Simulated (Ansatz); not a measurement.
`[SiH3]OCS` + `[CH3][Al]([OH])[OH]` → `[CH3][Al]([OH])[O][SiH3]` + `OCS`  (ligand exchange at the Si–O bond)

Isolated molecules relaxed with PBE0-D4/def2-TZVP in Ansatz; ΔE leaves out vibrations. CCSD(T)/CBS adds triple-zeta CCSD(T) − MP2 to the extrapolated MP2 energy (def2 sets, frozen cores). Functionals use def2-TZVPP. B3LYP here is the variant with VWN-RPA as its local correlation; programs differ in this. HSE06 is defined as in plane-wave codes. Each species was taken in one conformer, which may not be the lowest.

(1) Is it downhill or uphill in electronic energy at CCSD(T)/CBS, and by how much? (Estimate.)

(2) What do these levels give: revPBE-D4, r2SCAN0-D4, HSE06-D4, BHLYP-D4, ωB97M-V, BLYP, PBE0, B3LYP, HSE06, HF/def2-QZVPP, HF/CBS(def2), MP2/CBS(def2)? (Best estimate.)

Largest T1 diagnostic among the species: 0.012.

Answers

(1) Computed: Downhill: ΔE = -5.6 kcal/mol.

(2) Computed: revPBE-D4 -4.2, r2SCAN0-D4 -6.1, HSE06-D4 -5.6, BHLYP-D4 -6.6, ωB97M-V -5.5, BLYP -5.0, PBE0 -5.7, B3LYP -5.7, HSE06 -5.7, HF/def2-QZVPP -8.2, HF/CBS(def2) -8.2, MP2/CBS(def2) -5.2 kcal/mol.

From BLYP to BHLYP (50 % exact exchange), in def2-TZVPP and without D4, ΔE moves by −1.7 kcal/mol. Leaving LDA and LC-ωPBE aside and taking each functional with its dispersion term where it has one, the values spread over 2.4 kcal/mol, from BHLYP-D4 to revPBE-D4. In def2-TZVPP, CCSD(T) changes the Hartree–Fock value by +2.3 kcal/mol (the triples alone add +0.5 kcal/mol) and MP2 by +2.8 kcal/mol.
